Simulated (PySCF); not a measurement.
B(Br)(vinyl)(OH) (C₂H₄BBrO), SMILES C=CB(O)Br.

Geometry: PBE-D3(BJ)/def2-SVP. This is a generated structure with no PubChem entry under its InChIKey; it may be hypothetical. Other conformers were not sampled.

These are PBE-D3(BJ)/def2-SVP in PySCF 2.14.0 values and carry that method's errors.

Frequencies are harmonic and unscaled.

Computed normal modes with their intensities:
| mode | ν (cm⁻¹) | IR (km/mol) | moving atoms (share of kinetic energy) |
|---|---|---|---|
| 1 | 68 | 1.2 | C 52 %, H 35 % |
| 2 | 179 | 0.1 | C 31 %, O 26 %, H 20 %, B 12 %, Br 11 % |
| 3 | 288 | 5.7 | C 45 %, O 28 %, H 17 % |
| 4 | 331 | 8.2 | Br 32 %, O 30 %, C 21 %, H 13 % |
| 5 | 384 | 2.2 | H 55 %, B 37 % |
| 6 | 566 | 96.5 | H 89 %, O 9 % |
| 7 | 616 | 37.2 | C 29 %, O 24 %, B 24 %, H 19 % |
| 8 | 646 | 18.9 | B 45 %, H 29 %, C 23 % |
| 9 | 874 | 106.0 | H 54 %, B 27 %, C 15 % |
| 10 | 966 | 25.3 | H 72 %, C 28 % |
| 11 | 998 | 5.7 | H 74 %, C 18 % |
| 12 | 1013 | 11.8 | H 92 %, C 8 % |
| 13 | 1088 | 336.4 | H 49 %, B 34 %, O 14 % |
| 14 | 1258 | 16.1 | H 69 %, C 27 % |
| 15 | 1351 | 107.5 | H 46 %, B 33 %, O 13 % |
| 16 | 1405 | 102.4 | H 41 %, B 37 %, C 12 %, O 10 % |
| 17 | 1628 | 60.6 | C 86 %, H 13 % |
| 18 | 3059 | 12.0 | H 95 % |
| 19 | 3097 | 2.4 | H 92 %, C 8 % |
| 20 | 3156 | 5.5 | H 89 %, C 11 % |
| 21 | 3730 | 84.5 | H 94 % |
